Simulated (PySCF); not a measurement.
# Computed records: B2H4OSi, CH6B2O

Calculation on a computer-drawn molecule: the log of a Hartree-Fock and frozen-core CCSD(T) single point meant for a local Hartree-Fock minimum, with one planted fault or none, to be diagnosed. Offsets are logged minus clean, where the clean run is the same molecule without the fault. The reference is restricted for singlets and unrestricted otherwise, and also for a bond in bohr or an excited solution. Adding or removing an electron swaps singlet and doublet. The excited solution moves the top pair (singlet) or top alpha electron (doublet) to the lowest empty orbital. Highest occupied and lowest empty are orbital energies over both spins, largest force is the largest gradient component, triples share is (T) over the correlation energy, the T1 limit is 0.02 restricted and 0.045 unrestricted, electrons count all cores, a negative frequency is imaginary (commonest isotopes), and the dipole is about the centre of nuclear charge. Program: PySCF 2.14.0.

Common to all runs: meant charge 0; meant multiplicity 1; logged SCF converged yes; possible faults no fault, one electron removed, one electron added, multiplicity raised by two, geometry at a saddle point, SCF held on an excited solution, minimal basis STO-3G, one bond length entered in bohr, all coordinates scaled.

(1) B2H4OSi

Logged structure:
```xyz
8
B2H4OSi
B     -0.6664     0.2338    -0.4508
B      0.6049     1.2900    -0.2566
Si     2.4817     0.8770     0.5365
O      3.3325     0.4548    -0.8269
H     -1.4387    -0.0088     0.4397
H     -0.8337    -0.3501    -1.4916
H      0.4449     2.4550    -0.5428
H      2.9349     0.4170    -1.6841
```

```
meant basis                       : cc-pV(D+d)Z
logged electrons                  : 36
logged basis functions            : 85
logged spin squared               : 0
logged highest occupied           : -5.0322 eV
logged lowest empty               : -1.9104 eV
logged largest force              : 0.045014 hartree/bohr
logged CC converged               : no
logged dipole magnitude           : 1.6792 debye
logged SCF stable within its kind : no
logged energy HF                  : -415.19496 hartree
planted fault                     : SCF held on an excited solution
HF energy offset from clean run   : 151.8 kcal/mol
```

Drawn bonds:
```tsv
atom	other atom	order
1	2	1
2	3	1
3	4	1
1	5	1
1	6	1
2	7	1
4	8	1
```

Notes: CCSD not converged.

(2) B2H4OSi

Structure as in entry 1.

```
meant basis                          : cc-pV(D+d)Z
logged electrons                     : 37
logged basis functions               : 85
logged spin squared                  : 1.003
logged highest occupied              : -0.48604 eV
logged lowest empty                  : 6.5311 eV
logged largest force                 : 0.029029 hartree/bohr
logged T1 diagnostic                 : 0.060356
logged D1 diagnostic                 : 0.27055
logged triples share                 : 0.030691
logged CC converged                  : yes
logged dipole magnitude              : 2.8328 debye
logged SCF stable within its kind    : yes
logged energy HF                     : -415.41812 hartree
logged energy CCSD(T)                : -415.92935 hartree
planted fault                        : one electron added
HF energy offset from clean run      : 11.79 kcal/mol
CCSD(T) energy offset from clean run : -0.9148 kcal/mol
```

Drawn bonds:
```tsv
atom	other atom	order
1	2	1
2	3	1
3	4	1
1	5	1
1	6	1
2	7	1
4	8	1
```

Notes: T1 above single-reference limit.

(3) B2H4OSi

Logged structure:
```xyz
8
B2H4OSi
B     -0.5998     0.2104    -0.4057
B      0.5444     1.1610    -0.2310
Si     2.2335     0.7893     0.4828
O      2.9992     0.4093    -0.7442
H     -1.2948    -0.0079     0.3957
H     -0.7503    -0.3151    -1.3424
H      0.4004     2.2095    -0.4885
H      2.6414     0.3753    -1.5157
```

```
meant basis                          : cc-pV(D+d)Z
logged electrons                     : 36
logged basis functions               : 85
logged spin squared                  : 0
logged highest occupied              : -7.8363 eV
logged lowest empty                  : 1.6052 eV
logged largest force                 : 0.15084 hartree/bohr
logged T1 diagnostic                 : 0.020022
logged D1 diagnostic                 : 0.062905
logged triples share                 : 0.026367
logged CC converged                  : yes
logged dipole magnitude              : 2.4063 debye
logged SCF stable within its kind    : yes
logged energy HF                     : -415.35448 hartree
logged energy CCSD(T)                : -415.83672 hartree
planted fault                        : all coordinates scaled, by -10.0 %
HF energy offset from clean run      : 51.72 kcal/mol
CCSD(T) energy offset from clean run : 57.21 kcal/mol
```

Drawn bonds:
```tsv
atom	other atom	order
1	2	1
2	3	1
3	4	1
1	5	1
1	6	1
2	7	1
4	8	1
```

Notes: T1 above single-reference limit.

(4) CH6B2O

Logged structure:
```xyz
10
CH6B2O
B     -1.5387     0.1008     0.0724
C     -0.0152     0.4712     0.0305
B      0.2283     2.0181     0.0803
O      0.7482    -0.3304     0.9047
H     -2.2822     0.6129    -0.7168
H     -1.9557    -0.6934     0.8645
H      0.2231     0.2435    -1.0369
H      1.0251     2.4906     0.8464
H     -0.3536     2.7361    -0.6823
H      1.6168     0.0297     0.9933
```

```
meant basis                          : cc-pVDZ
logged electrons                     : 30
logged basis functions               : 26
logged spin squared                  : 0
logged highest occupied              : -9.1156 eV
logged lowest empty                  : 6.2917 eV
logged largest force                 : 0.052941 hartree/bohr
logged T1 diagnostic                 : 0.0094267
logged D1 diagnostic                 : 0.03415
logged triples share                 : 0.012308
logged CC converged                  : yes
logged dipole magnitude              : 1.4732 debye
logged SCF stable within its kind    : yes
logged energy HF                     : -163.42496 hartree
logged energy CCSD(T)                : -163.62743 hartree
planted fault                        : minimal basis STO-3G
HF energy offset from clean run      : 1333 kcal/mol
CCSD(T) energy offset from clean run : 1553 kcal/mol
```

Drawn bonds:
```tsv
atom	other atom	order
1	2	1
2	3	1
2	4	1
1	5	1
1	6	1
2	7	1
3	8	1
3	9	1
4	10	1
```
